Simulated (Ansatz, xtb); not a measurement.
**Two structures of BF2H4Si2+**

We compare X, `F[SiH+][BH2-][SiH+]F`, a singlet, with Y, a singlet given by its coordinates. Both are isolated ions in the gas phase, relaxed with B3LYP/6-31G*; the shapes shown needn't be the lowest conformers.

X (Å):

```xyz
9

B     2.0153    0.3377   -0.4047
F     1.7511   -2.6128    0.5191
F     4.5540    0.2024    1.3775
Si    1.0609   -1.2063    0.2801
Si    3.8861    0.6421    0.0091
H    -0.3890   -1.3551    0.5337
H     1.9075    0.2515   -1.6088
H     1.4510    1.3358   -0.0125
H     4.8867    1.4060   -0.7680
```

Y (Å):

```csv
atom,x (Å),y (Å),z (Å)
B,-1.2333,-1.4067,2.3089
F,2.3924,-1.3231,2.6124
F,-0.2668,-1.1149,3.3173
Si,-0.3148,-0.7354,0.6057
Si,1.2515,-0.2668,2.3078
H,-2.2246,-1.9066,2.7101
H,-0.8804,0.4941,0.0127
H,0.1640,-1.7673,-0.3357
H,1.4223,0.9441,3.1361
```

Close contacts (Å): B1–F3 1.43, B1–Si4 2.05, F2–Si5 1.58, F3–Si5 2.01, Si4–Si5 2.36, B1–H6 1.18, Si4–H7 1.48, Si4–H8 1.48, Si5–H9 1.48.

Problem. Estimate E(Y) − E(X) at the level CCSD(T)/def2-SVP + ΔMP2/def2-TZVPP.

Solution. Not settled: CCSD(T)/def2-SVP + ΔMP2/def2-TZVPP gives E(Y) − E(X) = +20.1 kJ/mol, but this leans on the basis-set step: CCSD(T) alone gives −0.5 kJ/mol.

The same difference at several levels:

| level | geometry | E(Y) − E(X) (kJ/mol) | departure from the last row (kJ/mol) | job, with rough time for the two |
| --- | --- | --- | --- | --- |
| B3LYP/6-31G* | B3LYP/6-31G* | −0.6 | −20.7 | optimisation, 3.3 min |
| HF/def2-SVP | B3LYP/6-31G* | −26.7 | −46.8 | part of the CCSD(T) run |
| MP2/def2-SVP | B3LYP/6-31G* | +10.7 | −9.4 | part of the CCSD(T) run |
| CCSD(T)/def2-SVP | B3LYP/6-31G* | −0.5 | −20.6 | single point |
| CCSD(T)/def2-SVP + ΔMP2/def2-TZVPP | B3LYP/6-31G* | +20.1 |  | single point, 81 s |

HF/def2-SVP puts the two in the other order. B3LYP/6-31G*, CCSD(T)/def2-SVP find them nearly level. The largest departure from CCSD(T)/def2-SVP + ΔMP2/def2-TZVPP is that of HF/def2-SVP, 46.8 kJ/mol. Levels run at GFN2-xTB geometries aren't shown. The last row adds to CCSD(T) the change of the MP2 difference between the two basis sets, here +20.6 kJ/mol, a large step that makes the value less sure.

With harmonic frequencies from B3LYP/6-31G* (ideal gas, rigid rotor, one conformer each, 298.15 K, 1 atm): on the last row, ΔE + ΔZPE = +22.4 kJ/mol. A mode under 50 cm⁻¹ makes harmonic enthalpies and free energies unreliable, so none is given.

The correlated steps freeze 13 core orbitals. Run with Ansatz 0.2.0; the last row on 1 thread of AMD EPYC (Zen 3) on a shared host.
